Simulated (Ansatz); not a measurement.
A run for Ansatz (a program for electronic structure): R-SVWN5/def2-TZVPPD on HI (SMILES I) with ghost functions. Elements past Kr take the def2 small-core potentials; no spin–orbit coupling. Files ending in .json are basis or fitting sets from the Basis Set Exchange.

Ansatz 0.2 input:
```yaml
crystal:
  periodic: [false, false, false]
  atoms:
    - {symbol: I, position_ang: [-0.39162223, -1.06992824, 4.34973825]}
    - {symbol: H, position_ang: [-0.23285438, -0.45015162, 2.85377464]}
basis:
  gaussian:
    orbitals: def2-TZVPPD.json
    ghost_atoms:
      - {symbol: As, position_ang: [0.03279160, 0.58395075, 0.37225558]}
      - {symbol: H, position_ang: [-0.77308239, 1.77910094, -0.11562530]}
      - {symbol: H, position_ang: [-0.22603419, -0.21641850, -0.89589280]}
      - {symbol: H, position_ang: [1.34539978, 1.14821675, -0.15168653]}
hamiltonian:
  xc: {name: SVWN5}
scf: {lower_state_search: off}
```

**Question.** Give the final energy of this run.

**Answer.** -297.8836 hartree.
